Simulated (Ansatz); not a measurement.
Reaction (formal exchange of groups at a B–H bond): `B1CN1` + `COB(Cl)Cl` → `ClB(Cl)B1CN1` + CH₃OH

Gas-phase electronic energies from Ansatz, PBE0-D4/def2-TZVP geometries. CCSD(T)/CBS is the MP2 limit (def2-TZVPP, def2-QZVPP) plus CCSD(T) − MP2 in def2-TZVPP, frozen cores. This one scheme is used for every species. DFT in def2-TZVPP. B3LYP here is the variant with VWN-RPA as its local correlation; programs differ in this. HSE06 is defined as in plane-wave codes. One conformer a species, not always the lowest.

```
             level  ΔE (kJ/mol)  difference from CCSD(T)/CBS
       LDA (SPW92)        135.6                          1.3
            PBE-D4        122.6                        -11.7
         revPBE-D4        121.9                        -12.4
           BLYP-D4        131.7                         -2.6
         r2SCAN-D4        134.0                         -0.3
            B97M-V        134.1                         -0.2
           PBE0-D4        127.6                         -6.7
          B3LYP-D4        135.4                          1.1
        r2SCANh-D4        135.0                          0.7
        r2SCAN0-D4        136.5                          2.2
          HSE06-D4        127.3                         -7.0
          BHLYP-D4        141.8                          7.5
      CAM-B3LYP-D4        142.4                          8.1
           ωB97X-V        136.8                          2.5
            B2PLYP        137.5                          3.2
          PBE-QIDH        134.6                          0.3
               PBE        122.4                        -11.9
            revPBE        117.1                        -17.2
              BLYP        130.1                         -4.2
            r2SCAN        134.3                          0.0
              PBE0        127.7                         -6.6
             B3LYP        134.9                          0.6
           r2SCANh        135.4                          1.1
           r2SCAN0        136.9                          2.6
             HSE06        127.5                         -6.8
             BHLYP        142.4                          8.1
         CAM-B3LYP        142.8                          8.5
RPA@PBE/def2-TZVPP        131.1                         -3.2
      MP2/def2-SVP        153.7                         19.4
     CCSD/def2-SVP        149.0                         14.7
  CCSD(T)/def2-SVP        148.3                         14.0
     HF/def2-TZVPP        147.6                         13.3
    MP2/def2-TZVPP        137.9                          3.6
   CCSD/def2-TZVPP        135.3                          1.0
     HF/def2-QZVPP        148.4                         14.1
    MP2/def2-QZVPP        138.4                          4.1
SCS-MP2/def2-QZVPP        138.7                          4.4
      HF/CBS(def2)        148.5                         14.2
     MP2/CBS(def2)        138.3                          4.0
    CCSD/CBS(def2)        135.8                          1.5
       CCSD(T)/CBS        134.3                            0
```

Largest T1 diagnostic among the species: 0.014.

At CCSD(T), def2-SVP lies +14.0 kJ/mol from the extrapolated value and def2-TZVPP −0.4 kJ/mol. Leaving LDA and LC-ωPBE aside and taking each functional with its dispersion term where it has one, the values spread over 20.5 kJ/mol, from revPBE-D4 to CAM-B3LYP-D4. LDA lies +13.2 kJ/mol from PBE without D4. In def2-TZVPP, CCSD(T) changes the Hartree–Fock value by −13.7 kJ/mol (the triples alone add −1.5 kJ/mol) and MP2 by −9.7 kJ/mol.
